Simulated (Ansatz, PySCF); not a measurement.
System: sum formula SnOF (charge -1, singlet). 
Coordinates optimised at B3LYP-D3(BJ)/def2-TZVP (Ansatz, a program for electronic structure):
```
Sn
O 1 1.8793
F 1 2.0649 2 104.38
```
Charge -1, spin multiplicity 1.

Total electronic energies in hartree. Cores are frozen in the correlated levels unless marked. No spin-orbit coupling. The frozen core is the preceding noble-gas configuration, with the filled d and f shells of earlier blocks. Past Kr the def2 sets carry scalar-relativistic core potentials. CBS(X,Y): correlation extrapolated as X^-3; Hartree-Fock from the larger set.

The T1 diagnostic of CCSD in the largest basis is 0.027, which is high, so the coupled-cluster rows are less sure than usual.

| level | program | energy (Eh) |
|---|---|---|
| HF/def2-QZVPPD | Ansatz | -387.79038 |
| HF-D3(BJ)/def2-TZVPD | PySCF + dftd3 | -387.79556 |
| SVWN5/def2-TZVPD | Ansatz | ? |
| PBE-D4/def2-TZVPD | Ansatz + dftd4 | -389.39004 |
| M06-L-D4/def2-TZVPD | PySCF + dftd4 | -389.67233 |
| r2SCAN-D3(BJ)/def2-TZVPD | Ansatz + dftd3 | -389.55315 |
| B3LYP/def2-TZVPD | Ansatz | -389.62583 |
| PBE0/def2-TZVPD | Ansatz | -389.37231 |
| PBE0/def2-QZVPP | Ansatz | -389.38053 |
| BHLYP-D4/def2-TZVPD | Ansatz + dftd4 | ? |
| r2SCANh-D4/def2-TZVPD | Ansatz + dftd4 | -389.52543 |
| r2SCANh/def2-TZVPD | Ansatz | -389.52494 |
| PW6B95-D3(BJ)/def2-TZVPD | PySCF + dftd3 | -389.86079 |
| HSE06-D3(BJ)/def2-TZVPD | Ansatz + dftd3 | -389.36457 |
| RI-MP2/def2-QZVPP | Ansatz | -388.46025 |
| RI-MP2/def2-QZVPPD | Ansatz | -388.46428 |
| SCS-MP2/def2-QZVPP | Ansatz | -388.44551 |
| CCSD/def2-SVP | Ansatz | -387.99188 |
| CCSD/def2-SVPD | Ansatz | -388.06800 |
| CCSD(T)/def2-SVP | Ansatz | -388.00826 |
| CCSD(T)/def2-TZVPP | Ansatz | -388.40584 |
| CCSD(T)/def2-QZVPPD | Ansatz | -388.47761 |
| CCSD(T)/CBS(def2-TZVPPD,def2-QZVPPD) | Ansatz | -388.5108 |

Problem. Complete the blanks.

Solution. 
- SVWN5/def2-TZVPD, energy (Eh): -388.07298
- BHLYP-D4/def2-TZVPD, energy (Eh): -389.39360
